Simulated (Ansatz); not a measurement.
Ansatz (a program for electronic structure) input file for SiH2Cl2, SMILES Cl[SiH2]Cl, ωB97X-V/def2-SVPD. Coordinates come from a B3LYP-D3(BJ)/def2-TZVP optimisation. The isomer is the one that the SMILES or the coordinates give; other isomers of the formula were not compared.

Ansatz 0.2 input:
```yaml
crystal:
  periodic: [false, false, false]
  atoms:
    - {symbol: Si, position_ang: [0.00000000, 0.00000000, 0.76641602]}
    - {symbol: Cl, position_ang: [1.68239795, 0.00000000, -0.40851920]}
    - {symbol: Cl, position_ang: [-1.68239795, 0.00000000, -0.40851920]}
    - {symbol: H, position_ang: [0.00000000, -1.22441612, 1.57991430]}
    - {symbol: H, position_ang: [0.00000000, 1.22441612, 1.57991430]}
basis:
  gaussian:
    orbitals: def2-SVPD
hamiltonian:
  xc: {name: wB97X-V}
```

Log of the run:

```
WARN ansatz: RAYON_NUM_THREADS=1 ignored (pool sized by the plan → 1); use --threads N
Functional definition: wB97X-V
integrals: 0.05 GiB planned
917 factors; their error is unknown
integrals: 0.08 GiB planned
349 factors; integrals over basis functions are off by at most 1.8e-5 eV
mean field: 0.47 GiB planned
mean field evaluation 1: about -32942.2240 eV, gradient 1.6e1 eV
mean field evaluation 2: about -32942.7018 eV, gradient 1.1e1 eV
mean field evaluation 4: about -32943.0294 eV, gradient 1.5e-1 eV
mean field evaluation 8: about -32943.1786 eV, gradient 1.5e-2 eV
mean field -32943.17865023 eV, -1210.6394857073 hartree, gradient 5.4e-5 eV, S^2 0.000000; 0 other end points of the search recorded, 0 dependent functions left out
reference -32943.17864795 eV, -1210.6394856236 hartree; 25, 25 occupied and 69, 69 virtual orbitals, 917 factors
Total energy: -32943.17864795 eV, -1210.6394856236 hartree
```

The run converged.

Cost: around 3 core-seconds (rough).
